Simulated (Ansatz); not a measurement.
Cost against result

Saddle point of Si$_{4}$H$_{11}$ClO$_{4}$, singlet (Si₄H₉ClO₃ ([SiH3][O][Si]([Cl])([O][SiH3])[O][SiH3]) + H₂O → Si₃H₇ClO₃ ([OH][Si]([Cl])([O][SiH3])[O][SiH3]) + SiH₄O ([OH][SiH3]); bonds formed: Si1–O10, O2–H9; bonds broken: Si1–O2, H9–O10), PBE0-D4/def2-TZVP structure:

```csv
atom,x (Å),y (Å),z (Å)
Si1,0.5571,-0.7141,0.2255
O2,0.7311,1.0640,-0.3151
Si3,-0.2581,1.9424,-1.3160
O4,0.3200,-0.3008,1.7764
Si5,0.1410,1.1020,2.6169
O6,-0.7069,-0.9261,-0.7735
Si7,-1.6549,-2.1758,-1.2954
Cl8,0.9872,-2.7736,0.6127
H9,1.9178,0.5661,-0.5103
O10,2.2018,-0.5207,-0.4600
H11,-0.2438,1.3929,-2.6951
H12,0.2803,3.3262,-1.3399
H13,-1.6384,1.9494,-0.7798
H14,-0.9378,1.9447,2.0415
H15,1.4143,1.8678,2.6213
H16,-0.2135,0.7292,4.0068
H17,-2.7242,-1.5496,-2.1115
H18,-0.8699,-3.1086,-2.1380
H19,-2.2598,-2.8959,-0.1502
H20,2.9566,-0.9191,-0.0163
```

Barriers are electronic and count from the start structure reached by relaxing down the imaginary mode.

Computed with Ansatz 0.2.0 (basis: as named in each row); correlated methods freeze the cores. B3LYP uses VWN-RPA correlation. Extrapolation: Hartree–Fock as exp(−7.88 √X), correlation as X^−2.97.

Times are rough, for one single point on 4 threads of a shared host (AMD EPYC 7R13), with one NVIDIA H100 (or a share of it) where marked.

The estimate by CCSD(T) at an estimated basis limit (MP2 extrapolated from triple and quadruple zeta, plus CCSD(T) − MP2 in triple zeta) is 32.12 kcal/mol.

```tsv
method	basis	time (s)	barrier (kcal/mol)	method less estimate
HF	STO-3G	1	14.71	-17.41
PBE-D4	STO-3G	2	-26.63	-58.75
SPW92	def2-SVP	3	8.58	-23.54
PBE-D4	def2-SVP	4	18.95	-13.17
B3LYP-D4	6-31G	5	14.98	-17.14
PBE0-D4	def2-SVP	8	22.34	-9.77
r2SCAN-D4	def2-TZVPP	8 (H100)	28.70	-3.42
PBE-D4	def2-TZVPP	9 (H100)	25.98	-6.14
B97M-V	def2-TZVPP	9 (H100)	33.20	1.08
B3LYP-D4	def2-TZVPP	10 (H100)	33.09	0.97
PBE0-D4	def2-TZVPP	10 (H100)	29.00	-3.12
BLYP-D4	def2-TZVPP	11 (H100)	31.12	-1.00
CCSD(T)	def2-SVP	12 (H100)	28.70	-3.42
SPW92	def2-TZVPP	12 (H100)	16.08	-16.04
r2SCAN0-D4	def2-TZVPP	14 (H100)	30.68	-1.44
BHLYP-D4	def2-TZVPP	14 (H100)	36.67	4.55
wB97X-V	def2-TZVPP	14 (H100)	31.49	-0.63
RPA on PBE	def2-TZVPP	14 (H100)	31.74	-0.38
MP2	def2-QZVPP	16 (H100)	30.65	-1.46
CAM-B3LYP-D4	def2-TZVPP	16 (H100)	32.46	0.35
B2PLYP	def2-TZVPP	16 (H100)	33.55	1.43
PBE-QIDH	def2-TZVPP	16 (H100)	30.41	-1.70
wB97M-V	def2-TZVPP	18 (H100)	30.48	-1.64
wB97M-V	def2-SVP	19	23.55	-8.57
CCSD(T)	def2-TZVPP	40 (H100)	31.83	-0.29
```

All methods are single points on the PBE0-D4 structures; a negative value means that the method puts the saddle structure below the start.

T1 diagnostic: at most 0.012.

Labels in which every atom is bracketed show which atoms are joined, not bond orders.
